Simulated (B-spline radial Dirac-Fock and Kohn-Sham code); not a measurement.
Method: Dirac-Fock energy differences between relaxed states, corrected for Breit and QED terms. Computed with an atomic code on a B-spline grid. K edges are those of the screened (neutral excited atom) model, which lie within a few eV to tens of eV of tabulated edges.

An X-ray tube with a arsenic target emits Kα1 at 10542.4 eV and Kβ1 at 11722.9 eV. K edges of lighter neighbours: Ni 8331.1 eV, Cu 8978.4 eV, Zn 9661.1 eV, Ga 10368.9 eV, Ge 11103.5 eV.

Question: Which of these can serve as a Kβ filter, and which fluoresce under Kα1?

Answer: A Kβ filter needs its edge between the two lines: Ge. Kα1 lies above the K edges of Ni, Cu, Zn, Ga, which therefore fluoresce.
